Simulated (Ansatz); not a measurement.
BH2I (SMILES [H]B([H])I): the energy, rung by rung

The species is BH2I (4 atoms), meant as a singlet with charge 0. SMILES: `[H]B([H])I`. The coordinates come from a GFN2-xTB relaxation.

```
atom    x (Å)    y (Å)    z (Å)
   B   0.1203   0.2004   0.0092
   H   1.2856   0.1646   0.0405
   H  -0.4568   1.2139   0.0077
   I  -0.9490  -1.5789  -0.0574
```

Each level gives the energy change with the B1–H3 bond stretched from 1.166 to 1.458 Å (eV). The values are calculated.

| level | kind | program | value (eV) | less FCI/STO-3G | CPU time (all runs) |
| --- | --- | --- | --- | --- | --- |
| HF/STO-3G (restricted) | Hartree–Fock | Ansatz | 1.10 | +0.32 | 0.67 s |
| r2SCAN/STO-3G (restricted) | meta-GGA | Ansatz | 0.88 | +0.10 | 8 s |
| B3LYP/STO-3G (restricted) | global hybrid | Ansatz | 0.87 | +0.09 | 3.4 s |
| CAM-B3LYP/STO-3G (restricted) | range-separated hybrid | Ansatz | 0.92 | +0.14 | 3.7 s |
| wB97X/STO-3G (restricted) | range-separated hybrid | Ansatz | 0.91 | +0.13 | 13 s |
| MP2/STO-3G (restricted) | perturbation theory | Ansatz | 0.90 | +0.12 | 0.75 s |
| CCSD/STO-3G (restricted) | coupled cluster or CI | Ansatz | 0.79 | +0.01 | 0.91 s |
| CCSDTQ/STO-3G (restricted) | coupled cluster or CI | Ansatz | 0.78 | 0.00 | 28 s |
| FCI/STO-3G | exact in the basis | Ansatz | 0.78 | 0.00 | 13 s |

FCI/STO-3G is exact within its basis and frozen core, so for wave-function methods in that basis the difference is their error; functionals converge differently with the basis, so for them it is only a difference. All-electron rows without a relativistic Hamiltonian named are non-relativistic. The first shape isn't each level's own minimum. The values span 0.78 to 1.10 eV. All rows use very small basis sets, so even the best lies far from the true value. In the correlated wave-function rows the outer d shell of I is correlated, in sets not made for it. Times are those of the runs behind each value, whatever else they computed, on shared processors of several kinds: orders of magnitude only.
